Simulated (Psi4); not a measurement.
Psi4 timings: C2H5AlO (SMILES [CH3][Al]1[CH2][O]1)

The species is C2H5AlO (9 atoms), meant as a singlet with charge 0. SMILES: `[CH3][Al]1[CH2][O]1`. Geometry: relaxed at PBE0-D4/def2-TZVP.

| atom | x (Å) | y (Å) | z (Å) |
| --- | --- | --- | --- |
| C | -0.6709 | 1.3202 | -1.0815 |
| Al | 0.0513 | -0.0767 | 0.0442 |
| C | 0.6787 | -1.2802 | 1.3493 |
| O | 0.7893 | -1.6095 | -0.0979 |
| H | 0.0397 | 1.5750 | -1.8721 |
| H | -0.9002 | 2.2260 | -0.5175 |
| H | -1.5912 | 0.9768 | -1.5621 |
| H | 0.0385 | -1.9805 | 1.8877 |
| H | 1.6532 | -1.1974 | 1.8328 |

Program: Psi4 1.11. Hardware: 1 thread of AMD EPYC 7R43 (Zen 3), shared host, so times are rough. Two-electron integrals are exact unless an approximation is named.

Question: Estimate their order by wall time, quickest first.
A. energy at MP2/6-31G* (spherical functions), 8 core orbitals frozen
B. energy of the doublet cation at UCCSD(T)/6-31G* (spherical functions), 8 core orbitals frozen
C. energy at CCSD/6-31G* (spherical functions), 8 core orbitals frozen

Answer: A (8.1 s), C (23 s), B (86 s).
